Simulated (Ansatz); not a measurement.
The cluster B11, relaxed as a doublet with UKS r2SCAN-D4/def2-SVP in Ansatz, starting from the GFN1-xTB geometry. Force threshold 0.03 eV/Å.

The structure comes from a short search, and lower isomers may exist.

Start:

Cartesian coordinates in Å:
```
B 2.147 -0.619 -0.539
B -0.772 1.245 1.162
B 1.169 -0.953 0.607
B 0.778 1.709 -1.192
B -2.030 0.319 1.282
B -0.105 2.054 0.032
B -1.741 -1.068 0.654
B -0.208 -0.406 1.225
B 1.337 0.305 -1.523
B -0.991 -1.540 -0.621
B 0.418 -1.047 -1.086
```

(1) Estimate the energy that the relaxation releases and the steps that it takes.

(2) Does the start keep its bonding?

(3) Predict the relaxed structure.

Results:

(1) 290.0 kJ/mol, in 22 steps; 2.1 min on 4 threads of Arm Neoverse V1 on a shared host. No frequencies were taken in this run, so the end may be a saddle point.

(2) Bonds formed: B1–B4, B3–B4, B3–B6, B3–B10, B6–B8, B8–B10 (atoms count from 1).

(3) 
```xyz
11

B     2.202   -0.411   -0.670
B    -1.139    1.462    1.370
B     0.963   -0.331    0.362
B     0.957    1.100   -0.876
B    -2.155    0.233    1.389
B     0.249    1.467    0.528
B    -1.821   -1.193    0.756
B    -0.656    0.019    0.646
B     1.478    0.082   -2.004
B    -0.507   -1.487   -0.152
B     0.429   -0.942   -1.349
```
Bond lengths: 22 × B–B 1.59 to 1.97 Å.
